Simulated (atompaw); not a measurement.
**What one change does to a pseudopotential (tin (Sn), PAW (atompaw))**

atompaw 4.2.0.5 input, output lines left out:

```
Sn 50
GGA-PBE scalarrelativistic loggrid 1500 logderivrange -3 5 201
5 5 4 0 0 0
5 1 2
0 0 0
c
c
c
c
v
c
c
c
v
c
c
2
2.35 1.80 2.00 1.35
y
0.2
n
y
3.4
n
y
0.05
y
2
n
custom rrkj vanderbiltortho sinc
3 -0.5 ultrasoft
2.35
2.35
2.35
2.35
2.35
2.35
```

All-electron outer shells of the reference configuration (PBE, scalar-relativistic, ld1.x):

```
shell  level (eV)  outermost node (bohr)  outermost maximum (bohr)
   4p      -89.70                   0.41                      0.79
   4d      -25.84                   0.39                      0.88
   5s      -10.55                   0.98                      2.01
   5p       -3.69                   1.09                      2.55
```

Change: all radii scaled by about 1.21 (s 2.84, p 2.84, d 2.84 bohr); local potential ultrasoft scheme with l = 3 at -0.5 Ry, radius 2.42 bohr; augmentation sinc compensation charge, radius 2.18 bohr; PAW radius 2.84 bohr; waves and projectors: custom rrkj vanderbiltortho; core correction smooth core density matched at 1.62 bohr.

Cutoffs: the cutoffs (Ry, on a coarse ladder) from which the occupation-weighted sum of valence levels, in a spherical-Bessel basis at the reference potential, stays within 10 and 1 mRy of its value at 400 Ry; they do not see the model core or the augmentation charge, which bear on the density cutoff.

Task: What does the change do?

Result: Both files are very soft, the changed one slightly harder (loose and tight cutoff 6 and 6 Ry → 6 and 8 Ry on this coarse ladder); the bound ghost in d disappears.

```csv
quantity,base,changed
"cutoff, loose",6 Ry,6 Ry
"cutoff, tight",6 Ry,8 Ry
bound ghosts,d,none
lowest overlap eigenvalue by channel,"s 0.31, p 0.58, d 0.83","s 0.30, p 0.66, d 0.82"
```

 A true bound ghost makes a file unfit for plane-wave use even where its test errors are small: the radial tests pick states by their node count and pass the ghost by. The cutoffs see the waves, projectors and local potential, not the compensation charge or the core.
